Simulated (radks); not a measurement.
The numbers below are computed, except where a source is named.
Problem. Species: Cl-. Configuration: [Ar]. Level of theory: scalar-relativistic Kohn-Sham, LDA (Slater exchange, Perdew-Wang correlation), spin-polarised, spherical densities, finite nucleus; Fermi nuclear charge, rms radius 3.3654 fm; Watson sphere of charge +1 and radius 4.09 bohr (a radial shooting solver on a logarithmic mesh with Libxc functionals). Some entries of the table are withheld. Estimate them.

orbital  occ.  eigenvalue (hartree)  r(max) (bohr)  <r^2> (bohr^2)
1s          2             -100.6177        0.05962         0.01119
2s          2                   (1)            (2)             (3)
2p          6                   (4)            (5)          0.2074
3s          2              -0.64496          1.287           2.920
3p          6              -0.22342            (6)           5.097

Solution. 
(1) 2s eigenvalue (hartree): -9.10773
(2) 2s r(max) (bohr): 0.3628
(3) 2s <r^2> (bohr^2): 0.2365
(4) 2p eigenvalue (hartree): -6.89879
(5) 2p r(max) (bohr): 0.3014
(6) 3p r(max) (bohr): 1.459
